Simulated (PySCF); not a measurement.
ClCuH2O, SMILES [OH2]->[Cu][Cl], multiplicity 1.

The structure is a stationary point at B3LYP-D3(BJ)/def2-TZVP. The spin state was assumed, not searched.

Computed with TDDFT-PBE0/def2-SVPD in PySCF.

Vertical excitations. The molecule is in vacuum. State labels are in the subgroup Cs.

| state | symmetry | energy (eV) | λ (nm) | f | main pairs |
|---|---|---|---|---|---|
| S1 | A' | 3.88 | 319 | 0.003 | HOMO→LUMO 89 % |
| S2 | A" | 3.96 | 313 | 0.005 | HOMO−1→LUMO 90 % |
| S3 | A' | 4.26 | 291 | 0.021 | HOMO−2→LUMO 97 % |
| S4 | A" | 4.58 | 271 | 0.000 | HOMO−3→LUMO 93 % |
| S5 | A' | 4.58 | 271 | 0.001 | HOMO−4→LUMO 92 % |
| S6 | A' | 5.50 | 225 | 0.001 | HOMO−5→LUMO 79 % |
| S7 | A" | 5.54 | 224 | 0.002 | HOMO−6→LUMO 78 % |
| S8 | A" | 5.74 | 216 | 0.001 | HOMO→LUMO+1 94 % |
| S9 | A' | 5.86 | 212 | 0.007 | HOMO−1→LUMO+1 74 %, HOMO→LUMO+2 11 % |
| S10 | A" | 5.92 | 209 | 0.051 | HOMO−2→LUMO+1 82 % |
| T1 | A' | 3.50 | 355 | 0 | HOMO−2→LUMO 83 % |
| T2 | A' | 3.69 | 336 | 0 | HOMO→LUMO 82 % |
| T3 | A" | 3.76 | 330 | 0 | HOMO−1→LUMO 84 % |
| T4 | A" | 4.26 | 291 | 0 | HOMO−3→LUMO 85 % |
Triplets are in the Tamm–Dancoff approximation, which puts them higher than full response would, so one can lie above its singlet here.
